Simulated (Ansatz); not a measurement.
C₂H₈AlGa (`[CH3][AlH][CH2][GaH2]`). Charge 0, multiplicity 1. The geometry is a stationary point of PBE0-D4/def2-TZVP. It is one conformer, not always the lowest.

```xyz
12

C    -1.720    0.737   -1.165
Al    0.165    0.871   -0.676
C     1.149   -0.672   -0.017
Ga    1.002   -1.019    1.899
H    -2.322    1.449   -0.589
H    -1.871    0.995   -2.219
H    -2.136   -0.261   -1.003
H     0.914    2.272   -0.785
H     2.208   -0.528   -0.255
H     0.756   -1.554   -0.536
H    -0.185   -1.894    2.446
H     2.041   -0.395    2.900
```

**Question.** What is the dipole moment at B3LYP/def2-TZVPP? (Estimate.)

**Answer.** The calculation gave: 1.08 D, with components (-0.14, -0.54, -0.92) D in this frame, pointing from negative to positive charge.

**Question.** And with PBE, r2SCAN, ωB97M-V? (Best estimate.)

**Answer.** The calculation gave: PBE 1.11 D, r2SCAN 1.12 D, ωB97M-V 1.06 D.

**Question.** Give the Mulliken charges with B3LYP, r2SCAN, ωB97M-V in def2-TZVPP. (An estimate is asked.)

**Answer.** Ansatz gave: 
```csv
atom,B3LYP,r2SCAN,ωB97M-V
C1,-0.45,-0.39,-0.52
Al2,0.49,0.55,0.51
C3,-0.41,-0.44,-0.55
Ga4,0.16,0.20,0.17
H5,0.09,0.07,0.11
H6,0.09,0.07,0.11
H7,0.09,0.07,0.11
H8,-0.15,-0.17,-0.12
H9,0.10,0.09,0.13
H10,0.10,0.09,0.13
H11,-0.06,-0.07,-0.03
H12,-0.06,-0.07,-0.03
```

B3LYP here is the variant with VWN-RPA as its local correlation; programs differ in this.
